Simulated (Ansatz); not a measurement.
Reaction (germylene formation by 1,1-elimination): `[NH2][GeH]([OH])[SH]` → `NO` + `[SH][GeH]`

Isolated molecules relaxed with PBE0-D4/def2-TZVP in Ansatz; ΔE leaves out vibrations. CCSD(T)/CBS adds triple-zeta CCSD(T) − MP2 to the extrapolated MP2 energy (def2 sets, frozen cores). This one scheme is used for every species. DFT in def2-TZVPP. B3LYP here is the variant with VWN-RPA as its local correlation; programs differ in this. HSE06 is defined as in plane-wave codes. For Ge outer-core shells are correlated without core-valence functions, which leaves a few kJ/mol of doubt a bond. Scalar relativity is left out up to krypton. Each species was taken in one conformer, which may not be the lowest.

`[NH2][GeH]([OH])[SH]`:

Cartesian coordinates in Å:
```
N -0.121 -1.575 0.637
Ge -0.167 0.201 0.273
O -1.586 0.369 -0.776
S 1.628 0.944 -0.841
H -0.310 -2.162 -0.164
H 0.696 -1.910 1.126
H -0.311 1.021 1.563
H -1.395 0.943 -1.522
H 1.567 2.169 -0.295
```

`NO`:

```xyz
5

N    -0.208   -0.201   -0.421
O     0.359    0.273    0.795
H    -0.962    0.451   -0.621
H     0.507   -0.026   -1.121
H     0.304   -0.496    1.368
```

`[SH][GeH]`:

Cartesian coordinates in Å:
```
S 0.202 1.280 0.124
Ge -1.314 -0.340 -0.047
H 1.331 0.556 0.067
H -0.219 -1.495 -0.145
```

| level | ΔE (kJ/mol) | difference from CCSD(T)/CBS |
| --- | --- | --- |
| revPBE-D4 | 341.6 | -43.3 |
| r2SCAN-D4 | 384.3 | -0.6 |
| B3LYP-D4 | 352.4 | -32.5 |
| HSE06-D4 | 372.1 | -12.8 |
| r2SCAN0 | 392.2 | 7.3 |
| CAM-B3LYP | 364.1 | -20.8 |
| LC-ωPBE | 392.1 | 7.2 |
| RPA@PBE/def2-TZVPP | 360.9 | -24.0 |
| HF/def2-TZVPP | 378.3 | -6.6 |
| MP2/def2-QZVPP | 418.1 | 33.2 |
| CCSD(T)/CBS | 384.9 | 0 |

Question: What do rigid-rotor, harmonic-oscillator terms from PBE0-D4/def2-TZVP frequencies (298.15 K, 1 bar) make of the CCSD(T)/CBS value? (Best estimate.)

Answer: Ansatz gave: ΔZPE = -1.5 kJ/mol, ΔH = +383.9 kJ/mol, ΔS = 147 J/(mol·K), ΔG = +340.1 kJ/mol.

Largest T1 diagnostic among the species: 0.015.

From PBE to PBE0 (25 % exact exchange), in def2-TZVPP and without D4, ΔE moves by +25.1 kJ/mol. Leaving LDA and LC-ωPBE aside and taking each functional with its dispersion term where it has one, the values, not all of them listed here, spread over 75.6 kJ/mol, from BLYP-D4 to PBE-QIDH. LDA lies +43.6 kJ/mol from PBE without D4. The D4 term adds +13.9 kJ/mol with B3LYP and +7.6 kJ/mol with PBE0; it sums over pairs of atoms, weighted by their polarisabilities, and B3LYP, whose exchange is more repulsive, gets the larger term.
